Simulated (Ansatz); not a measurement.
`I[Si](I)(I)I` + H₂ → `I[SiH](I)I` + HI at 700 K and 1 bar (hydrogenolysis of the Si–I bond).

Computed with Ansatz on PBE0-D4/def2-TZVP structures; ΔE is electronic, products minus reactants. CCSD(T)/CBS is the MP2 limit (def2-TZVPP, def2-QZVPP) plus CCSD(T) − MP2 in def2-TZVPP, frozen cores. This one scheme is used for every species. def2 core potentials past Kr. For I outer-core shells are correlated without core-valence functions, which leaves a few kJ/mol of doubt a bond.

| species | CCSD(T)/CBS energy (Eh) | H − E (kJ/mol) | S (J/(mol·K)) |
| --- | --- | --- | --- |
| `I[Si](I)(I)I` | -1479.00632 | 76.8 | 503.5 |
| H₂ | -1.17544 | 46.8 | 155.3 |
| `I[SiH](I)I` | -1182.12069 | 86.6 | 454.0 |
| HI | -298.03592 | 34.6 | 231.7 |

H − E and S are ideal-gas, rigid-rotor, harmonic terms from PBE0-D4/def2-TZVP. The MP2-based limit puts H₂ 0.8 mEh under its directly extrapolated value; such offsets cancel only in part. 1 Eh = 2625.50 kJ/mol, R = 8.31446 J/(mol·K).

**Question.** By hand: ΔE, ΔH, ΔS and ΔG.

**Answer.** ΔE = (-1182.12069) + (-298.03592) − (-1479.00632) − (-1.17544) = 0.02515 Eh = 66.0 kJ/mol. Δ(H − E) = 86.6 + 34.6 − 76.8 − 46.8 = -2.4, so ΔH = 63.6 kJ/mol. ΔS = 454.0 + 231.7 − 503.5 − 155.3 = 26.9 J/(mol·K). ΔG = 63.6 − 700 × (26.9)/1000 = 44.8 kJ/mol.

**Question.** By hand: the equilibrium constant, and the temperature at which ΔG would vanish if ΔH and ΔS stayed fixed.

**Answer.** log₁₀ K = −ΔG/(RT ln 10) = -3.3. ΔG = 0 at ΔH/ΔS = 2364 K.

ΔH outweighs TΔS. A doubt of 5 kJ/mol in ΔE shifts log₁₀ K by 0.4 here. Modes under 60 cm⁻¹, often nearly free rotors, make the harmonic entropy too high. These are equilibria of isolated gas molecules and say nothing of rates. Largest T1 diagnostic: 0.008 (customary marks: 0.02 for closed shells, 0.045 for open ones).
